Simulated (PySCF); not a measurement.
# State search for CdIn

Unrestricted PBE0; Cd def2-SVP with ECP28, In def2-SVP with ECP28; scalar-relativistic core potentials (PySCF 2.14). Outer shells of the fragments: Cd 4d10 5s2; In 4d10 5s2 5p1.

Followed along the bond (rough minima from three points):

| 2Ms+1 | unpaired | ⟨S²⟩ at the start | R at minimum (Å) | Te (eV) |
| --- | --- | --- | --- | --- |
| 2 | π ↑ | 0.75 | 3.07 | 0.00 |
| 2 | σ ↑ | 0.76 | 3.59 | 0.17 |
| 4 | σ ↑↑, π ↑ | 3.75 | 2.83 | 2.45 |

Solutions found at the starting distance of 2.790 Å, counted from the lowest of them; the search is not exhaustive and high or unbound solutions are not listed, so other states can lie among these:

```json
{"2Ms+1": "2", "unpaired": "π ↑", "term": "²Π", "E (eV)": "0.00", "⟨S²⟩": "0.75", "⟨Lz²⟩": "1.00", "μ (D)": "-0.66"}
{"2Ms+1": "2", "unpaired": "σ ↑", "term": "²Σ⁺", "E (eV)": "0.44", "⟨S²⟩": "0.76", "⟨Lz²⟩": "0.00", "μ (D)": "1.66"}
{"2Ms+1": "4", "unpaired": "σ ↑↑, π ↑", "term": "⁴Π", "E (eV)": "2.38", "⟨S²⟩": "3.75", "⟨Lz²⟩": "1.00", "μ (D)": "-0.49"}
{"2Ms+1": "4", "unpaired": "σ ↑, π ↑↑", "term": "⁴Σ⁻", "E (eV)": "2.42", "⟨S²⟩": "3.76", "⟨Lz²⟩": "0.00", "μ (D)": "-1.89"}
{"2Ms+1": "2", "unpaired": "σ ↑↑, π ↓", "term": "mixed", "E (eV)": "2.77", "⟨S²⟩": "1.76", "⟨Lz²⟩": "1.00", "μ (D)": "-0.81"}
{"2Ms+1": "2", "unpaired": "σ ↑, π ↑↓", "term": "mixed", "E (eV)": "2.85", "⟨S²⟩": "1.76", "⟨Lz²⟩": "2.01", "μ (D)": "-1.89"}
{"2Ms+1": "2", "unpaired": "σ ↓, π ↑↑", "term": "mixed", "E (eV)": "2.92", "⟨S²⟩": "1.76", "⟨Lz²⟩": "0.00", "μ (D)": "-2.37"}
{"2Ms+1": "2", "unpaired": "σ ↑", "term": "mixed", "E (eV)": "3.31", "⟨S²⟩": "0.82", "⟨Lz²⟩": "2.00", "μ (D)": "-1.29"}
{"2Ms+1": "4", "unpaired": "σ ↑, π ↑↑", "term": "mixed", "E (eV)": "4.19", "⟨S²⟩": "3.76", "⟨Lz²⟩": "2.01", "μ (D)": "1.08"}
{"2Ms+1": "4", "unpaired": "σ ↑↑↑", "term": "⁴Σ⁺", "E (eV)": "6.30", "⟨S²⟩": "3.75", "⟨Lz²⟩": "0.00", "μ (D)": "0.35"}
```

A term symbol is given only where ⟨S²⟩ and ⟨Lz²⟩ are close to those of a pure state; real π, δ and φ orbitals otherwise mix terms. A positive dipole means Cd(−)In(+).

Compare the gap between the two lowest followed solutions at the starting distance with the gap between their minima.

At PBE0 the second solution (doublet, unpaired electrons σ ↑) lies +0.44 eV from the first (doublet, unpaired electrons π ↑) at 2.790 Å and +0.17 eV at the minima; the two curves relax by different amounts, since their minima lie near 3.59 and 3.07 Å.

Spin–orbit coupling is left out. Counting both spins, an empty level lies below a filled one in some of these solutions, because spin and occupation are held.
